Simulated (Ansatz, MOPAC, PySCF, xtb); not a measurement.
Noncovalent pair: CH3Cl (SMILES CCl) (first 5 atoms) with H2 (SMILES [H][H]); geometry from B3LYP-D3(BJ)/def2-TZVP, rigid monomers moved along the line of their centres of mass till Cl2···H7 is 4.20 Å.
(charge 0, multiplicity 1):
```xyz
7

C     -0.269     1.080    -0.428
Cl    -0.152    -0.703    -0.270
H     -1.200     1.317    -0.935
H     -0.256     1.512     0.569
H      0.581     1.428    -1.007
H     -0.061     0.527     4.443
H     -0.053     0.071     3.854
```

```tsv
level	interaction energy (meV)	minus CCSD(T)/CBS(aug-cc-pV(D+d)Z, aug-cc-pV(T+d)Z)	cost
PM3	-1.1	8.8	-
PM6	-0.6	9.4	-
GFN2-xTB	-7.7	2.2	-
HF/6-31G*	-2.6	7.3	-
HF/6-31G* (no counterpoise)	-4.0	5.9	-
HF/aug-cc-pV(T+d)Z	-4.2	5.7	-
PBE/def2-TZVPPD	-8.2	1.7	×1
PBE-D3(BJ)/def2-TZVPPD	-13.4	-3.5	×1
r2SCAN-D3(BJ)/def2-TZVPPD	-7.6	2.3	×2
B3LYP/6-31G*	-0.2	9.7	-
B3LYP/def2-TZVPPD	-0.9	9.0	×1
B3LYP-D3(BJ)/def2-TZVPPD	-7.7	2.2	×1
PBE0-D3(BJ)/def2-TZVPPD	-12.4	-2.4	×1
MP2/6-31G*	-4.0	5.9	-
MP2/aug-cc-pV(D+d)Z	-8.8	1.1	-
MP2/aug-cc-pV(T+d)Z	-9.6	0.3	-
MP2/CBS(aug-cc-pV(D+d)Z, aug-cc-pV(T+d)Z)	-9.9	0.1	-
SCS-MP2/aug-cc-pV(D+d)Z	-7.4	2.5	-
CCSD(T)/aug-cc-pV(D+d)Z	-8.7	1.2	×4
CCSD(T)/CBS(aug-cc-pV(D+d)Z, aug-cc-pV(T+d)Z)	-9.9	0.0	×200*
```

 The comparison column counts from a level with limits of its own.

The rows run from -13.4 (PBE-D3(BJ)/def2-TZVPPD) to -0.2 meV (B3LYP/6-31G*). From aug-cc-pV(D+d)Z to aug-cc-pV(T+d)Z MP2 changes by -0.8. The dispersion term adds -5.2 in PBE-D3(BJ), -6.9 in B3LYP-D3(BJ).

Counterpoise-corrected where a basis set is named; no monomer relaxation. Rows marked so take none.

Cores are frozen in the correlated methods. CBS(a, b) extrapolates the correlation energy as X⁻³ and adds the Hartree–Fock energy of set b. Rows in 6-31G* carry no dispersion term and start afresh at each structure (6-31G* with six Cartesian d functions). MP2/6-31G* freezes PySCF's default core. The state that PM3, PM6 reach isn't checked.

The values were computed with Ansatz (Gaussian basis) for Hartree–Fock, density functionals and correlated methods; MOPAC for PM3, PM6 (differences of heats of formation); PySCF for 6-31G* rows, the dispersion terms; xtb for the GFN methods. 

Costs are rough ratios of core time to PBE/def2-TZVPPD (about 2.4 s over the structures, on one shared machine); a dash marks a level with no comparable run of its own. A star marks coupled-cluster runs past 200 virtual orbitals, where the program's memory plan changes under this machine's limit, so their costs aren't comparable with smaller runs.

Ansatz is an electronic-structure program.
